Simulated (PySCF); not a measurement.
A side-by-side comparison of computed properties.

First species: C5H3NOS.
SMILES: `N#CSC1=COC=C1`

Second species: C₃H₁₁NO₂Si₂.
Z-matrix (Å and degrees, GFN2-xTB geometry), rows numbered from 1:
```
C 
O   1  1.4099
C   2  1.4063  1  113.29
C   3  1.5306  2  113.24  1   -77.66
O   4  1.2211  3  120.86  2   155.12
N   4  1.3325  3  115.39  2   -25.87
Si  6  1.7738  4  121.77  3  -178.89
Si  7  2.3078  6  104.68  4     0.99
H   1  1.0956  2  111.70  3    59.76
H   1  1.0879  2  106.40  3   179.33
H   1  1.0958  2  110.85  3   -61.74
H   3  1.0977  2  111.76  1    45.94
H   3  1.0950  2  106.38  1   164.23
H   6  1.0110  4  114.48  3     0.54
H   7  1.4709  6  101.10  4   127.11
H   7  1.4725  6  101.15  4  -124.87
H   8  1.4606  7  114.45  6   -67.62
H   8  1.4601  7  114.38  6    65.64
H   8  1.4855  7  104.58  6   179.09
```

Levels: PBE0/pcSseg-1 for dipole moment, HOMO energy, LUMO energy and HOMO–LUMO gap; GFN2-xTB for rotational constant A and rotational constant C. Geometries: GFN2-xTB. Each species is one conformer at its optimised geometry, gas phase, non-relativistic unless stated; the electronic structure was computed with PySCF and density fitting.

The conformers computed, where there is a choice (atom-mapped SMILES and torsion angles):
- `[N:1]#[C:2][S:3][c:4]1[cH:5][cH:6][o:7][cH:8]1`: C2–S3–C4–C5 -166°
- `[CH3:1][O:2][CH2:3][C:4](=[O:5])[NH:6][SiH2:7][SiH3:8]`: C1–O2–C3–C4 -78°, O2–C3–C4–O5 155°, C3–C4–N6–Si7 -179°, C4–N6–Si7–Si8 1°

Question: Which of the two has the higher LUMO energy, and by how much?

Answer: The second: -0.07 eV against -0.77 eV, a difference of 0.70 eV.

Question: Which of the two has the higher rotational constant A, and by how much?

Answer: The first: 4.315 GHz against 2.863 GHz, a difference of 1.452 GHz.

Question: Which has the higher HOMO energy?

Answer: The first: -7.04 eV against -7.36 eV, a difference of 0.32 eV.

Question: Which has the higher rotational constant C?

Answer: The first: 0.962 GHz against 0.653 GHz, a difference of 0.309 GHz.

Question: Which has the higher HOMO–LUMO gap?

Answer: The second: 7.29 eV against 6.27 eV, a difference of 1.02 eV.

Question: Which of the two has the higher dipole moment, and by how much?

Answer: The first: 3.91 D against 3.03 D, a difference of 0.88 D.

On the first: A dipole of 3.91 D is allowed in C1, and pure rotational transitions are dipole-allowed. In atomic units the dipole is 1.54 e·bohr (1 au = 2.5417 D).

On the second: In atomic units the dipole is 1.19 e·bohr (1 au = 2.5417 D).
